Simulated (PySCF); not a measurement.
C₆H₈OSSi, SMILES [SiH3]O/C=C\c1cccs1 at its GFN2-xTB optimised geometry (Å):

```
17

Si    -3.3626    -0.1728    -0.0990
O     -1.7745    -0.5314    -0.0175
C     -1.1074    -1.6962    -0.0108
C      0.2301    -1.7513    -0.0003
C      1.0969    -0.6099     0.0000
C      2.4685    -0.6099     0.0000
C      3.0232     0.6830     0.0000
C      2.0739     1.6558     0.0006
S      0.4793     1.0138     0.0004
H     -3.9213    -0.6579    -1.3636
H     -3.2782     1.2722     0.0035
H     -4.0808    -0.8144     1.0056
H     -1.7039    -2.6001    -0.0117
H      0.7091    -2.7185     0.0076
H      3.0527    -1.5131    -0.0005
H      4.0808     0.8791    -0.0002
H      2.2144     2.7185     0.0013
```

Calculation: CAM-B3LYP/def2-SVP run with PySCF 2.14.0. Cells within 0.4 Å of a nucleus heavier than hydrogen are left out (blank, or x).

Map of the electron localisation function on the plane z = 0.0 Å:

```
|0000000000000000000000000|
|0000000000000000000000000|
|0000000000000000000000000|
|0000000000000000000000000|
|0000000000000000000000000|
|0000000000000007992000000|
|0000000000000009996000000|
|0000168600022009993000000|
|0000899920267426870011000|
|0002999940498284x73799200|
|0001899910190x27783999700|
|00003535140430502xx999600|
|000014x078703874497465000|
|000250x2xx7015x8xx5000000|
|0001551578554947589700000|
|0000220014x9xx61499940000|
|0000000089473880099940000|
|0000000799817996028600000|
|0000000899606998000000000|
|0000000187001994000000000|
|0000000000000000000000000|
|0000000000000000000000000|
|0000000000000000000000000|
|0000000000000000000000000|
|0000000000000000000000000|
```
Scale: ten equal steps from 0.000 (start of '0') to 1.000 (end of '9'), in the order '0123456789'; x runs from -6.50 to 6.50, y from -6.50 (bottom) to 6.50 (top).
